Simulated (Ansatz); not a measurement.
Hg4O5, relaxed as a singlet with RKS B3LYP-D4/def2-SVP in Ansatz, starting from the GFN1-xTB geometry. Force threshold 0.02 eV/Å.

In the def2 sets Hg takes a core potential; there is no spin–orbit coupling. The structure comes from a short search, and lower isomers may exist.

Start:

```xyz
9

Hg    1.1116   -1.4383   -0.0332
Hg   -1.4088    0.0384    1.0969
Hg    0.6157    1.6321   -0.3730
Hg   -1.0076   -0.3143   -1.7153
O    -0.9975   -1.6176   -0.0738
O    -1.4565    1.3650   -0.5165
O     1.5117   -0.3940    1.6302
O     1.0612    0.0095   -1.5740
O     0.5703    0.7193    1.5587
```

Estimate the energy that the relaxation releases and the steps that it takes.

500.7 kJ/mol, in 33 steps; 5 min on 4 threads of Arm Neoverse V2 on a shared host. The force fell under the threshold at step 32, but the optimiser went on. No frequencies were taken in this run, so the end may be a saddle point.

Does the start keep its bonding and symmetry?

Bonds lost: Hg1–O5, Hg1–O7, Hg1–O8, Hg2–O9, Hg3–O9, Hg4–O6 (atoms count from 1). Metal–metal contacts that move far: Hg1–Hg4 2.93 to 4.12 Å. The end holds 2 separate pieces. Point group Cs at the start, Cs at the end, both within 0.05 Å.

Predict the relaxed structure.


Cartesian coordinates in Å:
```
Hg 0.8237 -3.1005 1.5081
Hg -1.6268 0.1063 0.6123
Hg -0.6224 2.2788 -1.1380
Hg 0.2705 -0.5044 -1.6370
O -0.7055 -1.6269 -0.1469
O -1.9169 2.1556 0.4844
O 1.8658 -0.7549 1.7576
O 0.6132 1.3401 -2.5215
O 1.2983 0.1060 1.0810
```
Bond lengths (bridged metal pairs left out): 6 × Hg–O 2.07 to 2.11 Å; 1 × O–O 1.23 Å.
